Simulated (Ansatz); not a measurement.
Basis-set extrapolation for CH6BNOSSi (`CSB1O[SiH]1N`) (PBE0-D4/def2-TZVP geometry, frozen core, Ansatz). Multiplicity 1, RHF reference.

```json
{"": "HF", "def2-TZVPP": "-882.016085", "def2-QZVPP": "-882.045766"}
{"": "MP2 correlation", "def2-TZVPP": "-1.008522", "def2-QZVPP": "-1.084491"}
{"": "CCSD(T) correlation", "def2-TZVPP": "-1.100476", "def2-QZVPP": "not run"}
```

Energies in hartree. Use E(X) = E(∞) + A·exp(−7.88·√X) for Hartree–Fock and E(X) = E(∞) + B·X^(−2.97) for correlation, with X = 3 and 4, and add CCSD(T) minus MP2 of the smaller set to the MP2 limit.

Problem. What is the CCSD(T) energy at the basis-set limit?

Solution. HF limit: -882.045766 + (-0.029681) × 0.13774 = -882.04985. MP2 limit: -1.084491 + (-0.075969) × 0.74074 = -1.14076. Higher-order term: -1.100476 − (-1.008522) = -0.09195. Total: -883.28256 hartree, 104.2 kcal/mol below CCSD(T)/def2-TZVPP.
